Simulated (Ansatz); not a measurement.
Consider the ligand exchange at a Zn–N bond: `[OH][Zn][N]([SiH3])[SiH3]` + `O[SiH3]` → `[OH][Zn][O][SiH3]` + `[SiH3]N[SiH3]`.

Calculated with Ansatz (gas phase, PBE0-D4/def2-TZVP geometries, no zero-point term in ΔE). CBS: MP2 limit from def2 TZ/QZ plus the TZ coupled-cluster correction, frozen cores. This one scheme is used for every species. Functionals use def2-TZVPP. For Zn outer-core shells are correlated without core-valence functions, which leaves a few kJ/mol of doubt a bond. Scalar relativity is left out up to krypton. One conformer a species, not always the lowest.

`[OH][Zn][N]([SiH3])[SiH3]`:

Cartesian coordinates in Å:
```
O -0.465 -1.481 3.097
Zn -0.255 -0.725 1.514
N 0.083 0.050 -0.100
Si 0.257 -0.973 -1.477
Si 0.187 1.769 -0.175
H -1.373 -1.632 3.364
H -0.757 -0.668 -2.526
H 1.603 -0.844 -2.103
H 0.073 -2.388 -1.043
H -0.046 2.319 1.191
H -0.832 2.346 -1.097
H 1.525 2.227 -0.645
```

`O[SiH3]`:

```xyz
6

O    -0.306    1.217    0.258
Si    0.239   -0.315   -0.007
H    -1.200    1.427   -0.014
H    -0.586   -1.324    0.712
H     1.628   -0.345    0.505
H     0.226   -0.661   -1.455
```

`[OH][Zn][O][SiH3]`:

```xyz
8

O    -2.485   -1.270    1.678
Zn   -1.019   -0.548    1.018
O     0.530    0.083    0.489
Si    1.363    0.533   -0.830
H    -3.303   -0.846    1.410
H     2.751    0.890   -0.434
H     1.424   -0.561   -1.843
H     0.741    1.719   -1.489
```

`[SiH3]N[SiH3]`:

Z-matrix (Å, degrees):
```
Si
N 1 1.726
H 1 1.490 2 112.6
H 1 1.484 2 107.4 3 119.9
H 1 1.489 2 110.9 3 -120.0
Si 2 1.726 1 128.9 3 -109.8
H 2 1.011 1 115.5 3 66.2
H 6 1.490 2 112.6 1 109.8
H 6 1.484 2 107.4 1 -10.1
H 6 1.488 2 110.9 1 -130.1
```

**Question.** Is it downhill or uphill in electronic energy at CCSD(T)/CBS, and by how much? (Estimate.)

**Answer.** Computed: Downhill: ΔE = -18.3 kJ/mol.

**Question.** What do these levels give: PBE-D4, revPBE-D4, CAM-B3LYP-D4, ωB97X-V, B2PLYP, HF/def2-SVP? (An estimate is asked.)

**Answer.** Ansatz gave: PBE-D4 -13.0, revPBE-D4 -12.1, CAM-B3LYP-D4 -23.6, ωB97X-V -21.0, B2PLYP -22.6, HF/def2-SVP -36.0 kJ/mol.

Largest T1 diagnostic among the species: 0.016.

In def2-TZVPP, CCSD(T) changes the Hartree–Fock value by +19.0 kJ/mol (the triples alone add +3.7 kJ/mol) and MP2 by +21.0 kJ/mol. At CCSD(T), def2-SVP lies −3.7 kJ/mol from the extrapolated value and def2-TZVPP +1.8 kJ/mol.
